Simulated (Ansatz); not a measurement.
Born–Oppenheimer molecular dynamics of AlClH6N2 (10 atoms, charge 0, multiplicity 1). It starts at the highest image of a converged band. Of that band: A structure lower than the last end lies on the path between it and the top, so the climb from that side starts below the end, which may itself be a saddle point or a shallow side well. Neighbouring images differ by up to 1.5 eV, so the band resolves the path poorly. A vibrational analysis at the climbing image gives one clearly imaginary mode, 277i cm⁻¹: a first-order saddle point.

Theory: RHF/def2-SVP in Ansatz.

```
ensemble                      : NVE (velocity Verlet)
time step                     : 0.5 fs
steps asked                   : 200
starting velocities drawn for : 300 K
seed                          : 3157
```

First frame:

```xyz
10
Properties=species:S:1:pos:R:3
Al -0.084 -0.248 -0.122
H -0.201 -0.690 1.394
N 1.489 0.011 -0.936
H 2.075 -0.712 -1.308
H 1.950 0.895 -1.035
N -1.603 -0.208 -1.030
H -2.511 -0.380 -0.642
H -1.684 0.021 -2.002
Cl 0.240 2.673 1.227
H 0.489 2.017 2.290
```

(1) What does the run give?

(2) What happens to the structure?

(3) How do temperature and energy run in time?

Answers

(1) All steps were run.

```yaml
steps_done: 200
time_covered: 100 fs
mean_temperature_over_the_second_half: 231 K
spread_of_the_potential_energy_over_the_second_half: 5.6 meV per atom
mean_potential_energy_of_the_second_half_above_the_start: 7.3 meV per atom
```

The conserved energy stayed within 0.5 meV per atom of its start (net change 0.26 meV per atom), so the integration is sound. A run of 0.1 ps of so small a system gives no equilibrium averages. The orbitals stay closed-shell, which can raise the energy where a bond breaks towards radicals; this wasn't checked here.

(2) Between its relaxed ends the band would form Al1–Cl9, H2–H10 and break Al1–H2, Cl9–H10. These pairs go: Al1–Cl9 3.23 → 3.61 Å, H2–H10 2.93 → 3.52 Å, Al1–H2 1.58 → 1.59 Å, Cl9–H10 1.27 → 1.30 Å. In the last frame they stand as before the step (other bonds may differ from the relaxed reactants and products). It ends as AlH5N2 + ClH. Pairs count as bonded within 1.25 times the sum of covalent radii (0.12 Å more for H–H). Another seed would give other details.

(3) 
```
time (fs)  T (K)  potential energy less start (eV)  conserved less start (meV/atom)
        0    300                             0.000                             0.00
        8    180                             0.126                             0.22
       16    183                             0.124                             0.28
       24    140                             0.171                             0.47
       32    192                             0.115                             0.32
       40    244                             0.061                             0.31
       48    347                            -0.047                             0.11
       56    315                            -0.013                             0.21
       64    305                            -0.003                             0.20
       72    167                             0.142                             0.39
       80    227                             0.078                             0.28
       88    160                             0.148                             0.31
       96    191                             0.114                             0.21
```

Time of the run: 2.7 min on 2 threads of Arm Neoverse V1, on a shared host, peak memory 0.17 GiB.
